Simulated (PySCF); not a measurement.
**FeSe₂: breathing scan**

Method: UB3LYP in PySCF with Fe def2-SVP, Se def2-SVP; no relativity; density-fitted integrals.

Rigid scan from the quintet minimum (Fe–Se 2.153 Å (×2); Se–Fe–Se 110.9°). Coordinate: all bonds to the central atom scaled together. Energies in kJ/mol from the minimum.

(1) Predict the curve at 0.88, 0.92, 0.96, 1.00, 1.04, 1.08, 1.14, 1.22, 1.35.

Answers

(1) 
```
scale of all bonds to the centre  E (kJ/mol)  dipole size (D)  ⟨S²⟩
                            0.88       166.4             2.48  6.06
                            0.92        63.0             2.76  6.09
                            0.96        13.4             3.03  6.16
                            1.00         0.0             3.31  6.28
                            1.04        10.1             3.56  6.42
                            1.08        35.2             3.79  6.57
                            1.14        88.1             4.08  6.75
                            1.22       169.4             4.41  6.89
                            1.35       302.0             4.70  7.01
```

Spin contamination is strong at 1.00, 1.04, 1.08, 1.14, 1.22, 1.35, so these points are less reliable.

Open d and f shells are described by one determinant, and the ground state may have another occupation or spin.
